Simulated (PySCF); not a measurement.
H2O2Zn, charge +1, doublet (typed; the unrestricted solution is spin-contaminated), geometry from GFN2-xTB (such geometries of metal compounds can be far from the true shape) (a state made from the parent by changing its charge; the spin is typed, not shown lowest); PBE0/STO-3G (PySCF).

Here is a job for PySCF.
```python
from pyscf import gto, scf, dft

mol = gto.Mole()
mol.atom = '''
    Zn   -0.000028    0.184102    0.034168
    O     1.253567   -0.164068   -1.100299
    H     1.916814    0.381806   -1.565116
    O    -1.253460   -0.548318    0.968087
    H    -1.916841   -0.205776    1.597785
'''
mol.basis = 'sto-3g'
mol.charge = 1
mol.spin = 1
mol.verbose = 4
mol.build()

mf = dft.UKS(mol)
mf.xc = 'pbe0'
mf.kernel()
```

Task: Predict the main parts of the log of this PySCF run.

Result: 
```
PySCF version 2.14.0

[INPUT] verbose = 4
[INPUT] num. atoms = 5
[INPUT] num. electrons = 47
[INPUT] charge = 1
[INPUT] spin (= nelec alpha-beta = 2S) = 1
[INPUT] symmetry False subgroup None
[INPUT] Mole.unit = angstrom
[INPUT] Symbol           X                Y                Z      unit          X                Y                Z       unit  Magmom
[INPUT]  1 Zn    -0.000028000000   0.184102000000   0.034168000000 AA   -0.000052912331   0.347902358985   0.064568162224 Bohr   0.0
[INPUT]  2 O      1.253567000000  -0.164068000000  -1.100299000000 AA    2.368898308793  -0.310043585805  -2.079263765133 Bohr   0.0
[INPUT]  3 H      1.916814000000   0.381806000000  -1.565116000000 AA    3.622253491732   0.721508772716  -2.957640593175 Bohr   0.0
[INPUT]  4 O     -1.253460000000  -0.548318000000   0.968087000000 AA   -2.368696108097  -1.036170849169   1.829419294752 Bohr   0.0
[INPUT]  5 H     -1.916841000000  -0.205776000000   1.597785000000 AA   -3.622304514337  -0.388860283009   3.019376055938 Bohr   0.0

nuclear repulsion = 180.983088279132
number of shells = 16
number of NR pGTOs = 90
number of NR cGTOs = 30
basis = sto-3g
ecp = {}

******** <class 'pyscf.dft.uks.UKS'> ********
method = UKS
initial guess = minao
damping factor = 0
level_shift factor = 0
DIIS = <class 'pyscf.scf.diis.CDIIS'>
diis_start_cycle = 1
diis_space = 8
diis_damp = 0
SCF conv_tol = 1e-09
SCF conv_tol_grad = None
SCF max_cycles = 50
direct_scf = True
direct_scf_tol = 1e-13
number electrons alpha = 24  beta = 23
XC library pyscf.dft.libxc version 7.1.2
    S. Lehtola, C. Steigemann, M. J. T. Oliveira, and M. A. L. Marques,  SoftwareX 7, 1–5 (2018)
XC functionals = pbe0
    C. Adamo and V. Barone,  J. Chem. Phys. 110, 6158 (1999)
    M. Ernzerhof and G. E. Scuseria,  J. Chem. Phys. 110, 5029 (1999)
radial grids:
    Treutler-Ahlrichs [JCP 102, 346 (1995); DOI:10.1063/1.469408] (M4) radial grids

becke partition: Becke, JCP 88, 2547 (1988); DOI:10.1063/1.454033
pruning grids: <function nwchem_prune>
grids dens level: 3
symmetrized grids: False
atomic radii adjust function: <function treutler_atomic_radii_adjust>
small_rho_cutoff = 0
Set gradient conv threshold to 3.16228e-05
tot grids = 68424
init E= -1906.05831621104

cycle= 1 E= -1896.77047516869  delta_E= 9.29  |g|=    3  |ddm|= 4.09

cycle= 2 E= -1898.2683037587  delta_E= -1.5  |g|= 1.95  |ddm|= 4.65

cycle= 3 E= -1899.49167858693  delta_E= -1.22  |g|= 2.64  |ddm|=  6.5
cycle= 4 E= -1906.75832891665  delta_E= -7.27  |g|= 0.952  |ddm|=  4.4
cycle= 5 E= -1892.05052686449  delta_E= 14.7  |g|= 4.81  |ddm|= 4.78
cycle= 6 E= -1892.19454236705  delta_E= -0.144  |g|= 4.78  |ddm|= 0.0507
cycle= 7 E= -1892.08425151084  delta_E= 0.11  |g|= 4.79  |ddm|= 0.0407
cycle= 8 E= -1894.74247157598  delta_E= -2.66  |g|= 3.92  |ddm|= 1.03
cycle= 9 E= -1897.07436552063  delta_E= -2.33  |g|= 3.04  |ddm|= 1.21
cycle= 10 E= -1896.87474153498  delta_E=  0.2  |g|= 3.14  |ddm|= 0.323
cycle= 11 E= -1901.64935778526  delta_E= -4.77  |g|= 2.35  |ddm|=  4.5
cycle= 12 E= -1907.5966477206  delta_E= -5.95  |g|= 0.461  |ddm|= 3.59
cycle= 13 E= -1907.64831480168  delta_E= -0.0517  |g|= 0.372  |ddm|= 0.271
cycle= 14 E= -1907.71077324828  delta_E= -0.0625  |g|= 0.21  |ddm|=  0.3
cycle= 15 E= -1907.74097691256  delta_E= -0.0302  |g|= 0.0361  |ddm|= 0.293
cycle= 16 E= -1907.74181435851  delta_E= -0.000837  |g|= 0.0114  |ddm|= 0.0537
cycle= 17 E= -1907.74192188917  delta_E= -0.000108  |g|= 0.00763  |ddm|= 0.0256
cycle= 18 E= -1907.74204429265  delta_E= -0.000122  |g|= 0.00382  |ddm|= 0.0307
cycle= 19 E= -1907.74210692402  delta_E= -6.26e-05  |g|= 0.00114  |ddm|= 0.0351
cycle= 20 E= -1907.7421126087  delta_E= -5.68e-06  |g|= 0.00032  |ddm|= 0.0114
cycle= 21 E= -1907.74211324233  delta_E= -6.34e-07  |g|= 0.000178  |ddm|= 0.00258
cycle= 22 E= -1907.74211358896  delta_E= -3.47e-07  |g|= 0.000101  |ddm|= 0.0023
cycle= 23 E= -1907.7421137005  delta_E= -1.12e-07  |g|= 7.83e-05  |ddm|= 0.00117
cycle= 24 E= -1907.74211377071  delta_E= -7.02e-08  |g|= 7.34e-05  |ddm|= 0.00071
cycle= 25 E= -1907.74211384583  delta_E= -7.51e-08  |g|= 7.13e-05  |ddm|= 0.000756
cycle= 26 E= -1907.74211404897  delta_E= -2.03e-07  |g|= 6.84e-05  |ddm|= 0.00212
cycle= 27 E= -1907.74211419943  delta_E= -1.5e-07  |g|= 7.18e-05  |ddm|= 0.00165
cycle= 28 E= -1907.74211426366  delta_E= -6.42e-08  |g|= 6.66e-05  |ddm|= 0.00073
cycle= 29 E= -1907.74211432263  delta_E= -5.9e-08  |g|= 6.62e-05  |ddm|= 0.000663
cycle= 30 E= -1907.74211437863  delta_E= -5.6e-08  |g|= 6.57e-05  |ddm|= 0.000616
cycle= 31 E= -1907.74211440261  delta_E= -2.4e-08  |g|= 6.57e-05  |ddm|= 0.000259
cycle= 32 E= -1907.74211439696  delta_E= 5.65e-09  |g|= 6.57e-05  |ddm|= 6.1e-05
cycle= 33 E= -1907.74211439532  delta_E= 1.64e-09  |g|= 6.57e-05  |ddm|= 1.83e-05
cycle= 34 E= -1907.74211438643  delta_E= 8.89e-09  |g|= 6.57e-05  |ddm|= 9.7e-05
cycle= 35 E= -1907.74211436431  delta_E= 2.21e-08  |g|= 6.57e-05  |ddm|= 0.00024
cycle= 36 E= -1907.74211428724  delta_E= 7.71e-08  |g|= 6.56e-05  |ddm|= 0.000837
cycle= 37 E= -1907.74211417108  delta_E= 1.16e-07  |g|= 6.56e-05  |ddm|= 0.00126
cycle= 38 E= -1907.74211393062  delta_E= 2.4e-07  |g|= 6.53e-05  |ddm|= 0.00261
cycle= 39 E= -1907.74211349954  delta_E= 4.31e-07  |g|= 6.51e-05  |ddm|= 0.0047
cycle= 40 E= -1907.74211269223  delta_E= 8.07e-07  |g|= 6.43e-05  |ddm|= 0.0089
cycle= 41 E= -1907.742109736  delta_E= 2.96e-06  |g|= 6.06e-05  |ddm|= 0.0344
cycle= 42 E= -1907.74210775244  delta_E= 1.98e-06  |g|= 5.54e-05  |ddm|= 0.0258
cycle= 43 E= -1907.74210304476  delta_E= 4.71e-06  |g|= 5.56e-05  |ddm|= 0.0917
cycle= 44 E= -1907.74210272058  delta_E= 3.24e-07  |g|= 2.59e-05  |ddm|= 0.0167
cycle= 45 E= -1907.74210256364  delta_E= 1.57e-07  |g|= 3.86e-05  |ddm|= 0.029
cycle= 46 E= -1907.74210255213  delta_E= 1.15e-08  |g|= 1.89e-05  |ddm|= 0.00555
cycle= 47 E= -1907.74210255313  delta_E= -9.94e-10  |g|= 1.3e-05  |ddm|= 0.00231
Extra cycle  E= -1907.74210255344  delta_E= -3.13e-10  |g|= 2.08e-05  |ddm|= 6.06e-05
converged SCF energy = -1907.74210255344  <S^2> = 0.85871787  2S+1 = 2.1059135
```
